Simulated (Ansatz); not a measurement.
Two isomers of CH7FOSi2: A = `CO[SiH](F)[SiH3]`, B = `FCO[SiH2][SiH3]`.

Program: Ansatz. Geometries: PBE0-D4/def2-TZVP. ΔE: electronic, gas phase. CCSD(T)/CBS is the MP2 limit (def2-TZVPP, def2-QZVPP) plus CCSD(T) − MP2 in def2-TZVPP, frozen cores. DFT in def2-TZVPP. B3LYP here is the variant with VWN-RPA as its local correlation; programs differ in this. Each species was taken in one conformer, which may not be the lowest.

A:

```xyz
12

C     1.504    0.144    1.718
O     0.338   -0.086    0.954
Si    0.250    0.003   -0.669
F     1.055   -1.210   -1.343
Si   -2.013   -0.155   -1.235
H     2.101    0.965    1.304
H     1.203    0.409    2.733
H     2.122   -0.757    1.757
H     0.946    1.234   -1.138
H    -2.745    1.012   -0.675
H    -2.165   -0.149   -2.715
H    -2.594   -1.410   -0.690
```

B:

```xyz
12

F     2.392   -0.069    0.165
C     1.627   -0.265   -0.965
O     0.743    0.765   -1.133
Si   -0.437    1.176   -0.029
Si   -1.436   -0.719    0.934
H     2.303   -0.291   -1.822
H     1.117   -1.229   -0.833
H     0.123    2.044    1.039
H    -1.429    1.957   -0.808
H    -0.463   -1.491    1.752
H    -1.995   -1.618   -0.113
H    -2.546   -0.261    1.813
```

Q: Which is lower in electronic energy at CCSD(T)/CBS, and by how much? (Best estimate.)

A: The calculation gave: A, by 202.2 kJ/mol.

Q: Give E(B) − E(A) in kJ/mol with CCSD(T)/def2-TZVPP, B3LYP, PBE0-D4, CCSD/def2-TZVPP, B2PLYP, ωB97M-V, MP2/def2-TZVPP. (An estimate is asked.)

A: The calculation gave: CCSD(T)/def2-TZVPP 196.2, B3LYP 196.3, PBE0-D4 187.9, CCSD/def2-TZVPP 198.2, B2PLYP 200.1, ωB97M-V 194.5, MP2/def2-TZVPP 205.1. None reverses the order clearly.

Largest T1 diagnostic: 0.013.

From PBE to PBE0 (25 % exact exchange), in def2-TZVPP and without D4, E(B) − E(A) moves by +4.7 kJ/mol.
